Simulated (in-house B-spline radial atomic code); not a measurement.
Configurations of neutral xenon, with energies counted from [Kr] 4d10 5s2 5p6. Level of theory: scalar-relativistic (X2C) B97-1, spin-polarised, spherical fractional occupations, exact exchange averaged over the configuration, Fermi nucleus of rms radius 4.7859 fm; calculated with an all-electron radial atomic-structure program (B-spline basis). Shells without spins written out take the highest spin.

Occupations are held fixed; configurations that lie above the ionisation limit could autoionise.

```
                     configuration  E - E(ref) (eV)  highest orbital  its <r> (bohr)
              [Kr] 4d9 4f1 5s2 5p6           66.583            4f up           17.04
[Ar] 3d10 4s2 4p5 4d10 5s2 5p6 6s1           148.75            6s up           5.855
[Ar] 3d10 4s2 4p5 4d10 5s2 5p6 6d1           151.12            6d up           13.92
 [Ar] 3d9 4s2 4p6 4d10 5s2 5p6 6s1           674.27            6s up           5.846
```

Task: Order these further configurations by energy, lowest first.
A. [Kr] 4d9 5s2 5p6 5d1
B. [Kr] 4d9 5s2 5p6 6p1
C. [Ar] 3d10 4s2 4p5 4d10 5s2 5p6 6p1
D. [Kr] 4d10 5s1 5p6 5d1
E. [Kr] 4d10 5s2 5p5 5d1

Result: E (10.277 eV), D (22.845 eV), B (65.062 eV), A (65.406 eV), C (149.99 eV).
